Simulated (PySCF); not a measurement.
Bonds (- single, = double, # triple, : aromatic): C1#C2 1.202 Å, C2-Si3 1.855 Å, Si3-O4 1.621 Å, Si3-O5 1.635 Å, O5-C6 1.328 Å, C6=C7 1.325 Å, C7-F8 1.351 Å. C1 carries H9; Si3 carries H10; O4 carries H11; C6 carries H12; C7 carries H13. Stereochemistry as in C#C[Si@@H](O)O/C=C\F.

Non-relativistic, single conformer, in vacuum. GFN2-xTB geometry; σ from GIAO-PBE0/pcSseg-1; PySCF 2.14.

Problem. List the cross peaks expected in HSQC, COSY and HMBC spectra.

Solution. 

HSQC (one-bond C–H):
```
        δH          δC
6.56 (H13)  143.2 (C7)
5.95 (H12)  132.0 (C6)
 1.81 (H9)   99.3 (C1)
```

COSY cross peaks (H two or three bonds apart, from the bond graph; peaks can be absent where the dihedral angle is near 90°):
```
        δH          δH
6.56 (H13)  5.95 (H12)
```

HMBC (two and three bonds, from the bond graph):
```
        δH                                δC
6.56 (H13)                        132.0 (C6)
5.95 (H12)                        143.2 (C7)
5.13 (H10)  132.0 (C6), 99.3 (C1), 89.2 (C2)
 1.81 (H9)                         89.2 (C2)
```

δ = σ(ref) − σ, references computed at the same level: TMS for $^{1}$H (31.72 ppm) and $^{13}$C (186.93 ppm).

The OH or NH signal is concentration- and solvent-dependent in practice; the value given is the gas-phase one. Shifts are as computed. Against solution values, carbons near 30 ppm lie about +3 ppm off and those near 130 ppm about +5 ppm. Of 1211 compounds with measured shifts, 218 miss one by over three times the rms of a fit or turn the order of signals round; such compounds aren't used in these exercises.
